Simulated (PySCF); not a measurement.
Geometry:
```csv
atom,x (Å),y (Å),z (Å)
C1,-3.302,0.544,-0.445
C2,-1.924,0.120,-0.404
C3,-0.774,-0.240,-0.377
C4,0.575,-0.655,-0.347
N5,1.503,0.124,-0.007
Si6,3.202,-0.042,0.141
H7,-3.480,1.113,-1.357
H8,-3.520,1.179,0.413
H9,-3.965,-0.321,-0.433
H10,0.730,-1.703,-0.645
H11,3.728,0.967,-0.776
H12,3.453,0.273,1.545
H13,3.770,-1.358,-0.188
```

Computational details: GIAO PBE0/pcSseg-1 shieldings, GFN2-xTB geometry, in PySCF (non-relativistic Hamiltonian, no solvent, averaged over atoms made equivalent by symmetry, fast rotation or ring inversion, a single conformation).

Shifts are taken against calculated references (same method and geometry level): $^{13}$C (σref 186.93) and $^{1}$H (σref 31.72) and $^{29}$Si (σref 349.16) against TMS; NH3 for $^{15}$N (σref 267.73).

| atoms | nucleus | count | Hirshfeld charge | δ (ppm) |
| --- | --- | --- | --- | --- |
| C3 | $^{13}$C | 1 | -0.07 | ? |
| H7/H8/H9 | $^{1}$H | 3 | 0.07 | ? |
| H10 | $^{1}$H | 1 | 0.05 | 8.33 |
| C1 | $^{13}$C | 1 | -0.09 | ? |
| Si6 | $^{29}$Si | 1 | 0.34 | -59.3 |
| H11/H12/H13 | $^{1}$H | 3 | -0.08 | 5.03 |
| C2 | $^{13}$C | 1 | -0.02 | 99.4 |
| N5 | $^{15}$N | 1 | -0.23 | 408.6 |
| C4 | $^{13}$C | 1 | 0.06 | 159.1 |

Fill in the missing shifts.

Answers


- C3: 87.8 ppm, alkyne carbon; the triple bond shields along its axis, which puts it between sp3 and sp2 carbons
- C1: 5.6 ppm, propargylic methyl carbon; aliphatic region, no heteroatom directly attached
- H7/H8/H9: 2.25 ppm, hydrogen on a propargylic methyl carbon

Shifts are as computed. Against solution values, carbons near 30 ppm lie about +3 ppm off and those near 130 ppm about +5 ppm. Of 1309 compounds with measured shifts, 239 miss one by over three times the rms of a fit or turn the order of signals round; such compounds aren't used in these exercises. Experimental scales use liquid or dissolved standards, which lie at an offset from isolated NH3 (liquid NH3: subtract about 20 ppm). Unscaled 15N shifts of sp2 nitrogen come out 20 to 40 ppm too high even then.
